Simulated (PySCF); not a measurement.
Species: C7H5FO2.
Z-matrix (Å and degrees, PBE0-D3(BJ)/def2-SVP geometry), rows numbered from 1:
```
O 
C   1  1.2056
O   2  1.3406  1  122.41
C   2  1.4828  1  124.53  3   179.92
C   4  1.3995  2  117.80  1     1.34
C   5  1.3882  4  120.34  2  -179.79
C   6  1.3919  5  118.74  4     0.09
F   7  1.3279  6  118.92  5   179.87
C   7  1.3914  6  122.04  5    -0.13
C   9  1.3901  7  118.72  6     0.06
H   3  0.9689  2  106.21  1     0.21
H   5  1.0918  4  118.44  2     0.19
H   6  1.0912  5  121.92  4  -179.92
H   9  1.0913  7  119.38  6  -179.98
H  10  1.0908  4  119.46  2    -0.21
```

Level of theory: PBE0-D3(BJ)/def2-SVP geometry optimisation, gas phase in PySCF.

Take the most abundant isotopes and a rigid rotor. The values belong to one conformer with, in the numbering `[O:1]=[C:2]([OH:3])[c:4]1[cH:5][cH:6][c:7]([F:8])[cH:9][cH:10]1`, O1–C2–O3–H 0°, O1–C2–C4–C5 1°.

(1) What are A, B and C (MHz)?

(2) What kind of rotor is it?

(3) Is it planar, by Δ = Ic − Ia − Ib?

(4) List the rotational levels J(Ka,Kc) to J = 2 (MHz).

(5) Which types of transition are allowed, and where do some lines up to J = 4 fall?

Answers

(1) Ia = 130.22, Ib = 650.55, Ic = 780.74 u·Å²; 505379 MHz·u·Å²/I gives A = 3881, B = 776.8, C = 647.3 MHz.

(2) A near-prolate asymmetric top. Ray's parameter κ = (2B − A − C)/(A − C) = -0.920; −1 is the prolate and +1 the oblate limit.

(3) Not planar: Δ = Ic − Ia − Ib = -0.04 u·Å². For a rigid frame Δ = −2 Σ m c², so Σ m c² = 0.02 u·Å² lies off the ab plane: 0.00 from hydrogen and 0.02 from heavier atoms. The atom farthest from that plane is 0.02 Å away.

(4) Above 0(0,0):
J = 1: 1(0,1) 1424, 1(1,1) 4528, 1(1,0) 4658
J = 2: 2(0,2) 4268, 2(1,2) 7247, 2(1,1) 7636, 2(2,1) 16948, 2(2,0) 16952
The levels of one J sum to (2J + 1)J(J + 1)(A + B + C)/3.

(5) The dipole components are |μa| = 0.10 D, |μb| = 1.42 D, |μc| = 0.02 D. The squared components, which scale the intensities, stand as 0.00 : 1.00 : 0.00 (a : b : c). Some lines, for components of 0.1 D or more:

```csv
type,branch,"J(Ka,Kc)",MHz,lower level (cm⁻¹)
b,Q,"3(1,2) ← 3(0,3)",3575,0.284
b,Q,"4(1,3) ← 4(0,4)",3865,0.473
b,R,"2(1,2) ← 1(0,1)",5823,0.048
b,R,"3(1,3) ← 2(0,2)",7054,0.142
b,R,"4(1,4) ← 3(0,3)",8228,0.284
b,Q,"4(2,2) ← 4(1,3)",8926,0.602
b,Q,"3(2,1) ← 3(1,2)",9141,0.404
b,Q,"2(2,0) ← 2(1,1)",9316,0.255
b,Q,"2(2,1) ← 2(1,2)",9701,0.242
b,Q,"3(2,2) ← 3(1,3)",9898,0.378
b,Q,"4(2,3) ← 4(1,4)",10162,0.559
b,R,"2(2,1) ← 1(1,0)",12290,0.155
b,R,"2(2,0) ← 1(1,1)",12424,0.151
b,R,"3(2,2) ← 2(1,1)",13585,0.255
b,R,"3(2,1) ← 2(1,2)",13993,0.242
b,R,"4(2,3) ← 3(1,2)",14814,0.404
b,Q,"3(3,0) ← 3(2,1)",15827,0.709
b,Q,"3(3,1) ← 3(2,2)",15847,0.708
b,Q,"4(3,2) ← 4(2,3)",15858,0.898
b,R,"3(3,1) ← 2(2,0)",20116,0.565
b,R,"4(3,2) ← 3(2,1)",21532,0.709
b,Q,"4(4,0) ← 4(3,1)",22175,1.427
b,Q,"4(4,1) ← 4(3,2)",22175,1.427
b,R,"4(4,0) ← 3(3,1)",27880,1.236
```

Whether it is a minimum is left open (no frequencies). Constants of a rigid frame at the computed geometry: no zero-point averaging, no centrifugal distortion.

Hardware: Arm Neoverse N1, one thread, shared host. Cost: 2.9 min. That covers the optimisation of the geometry.
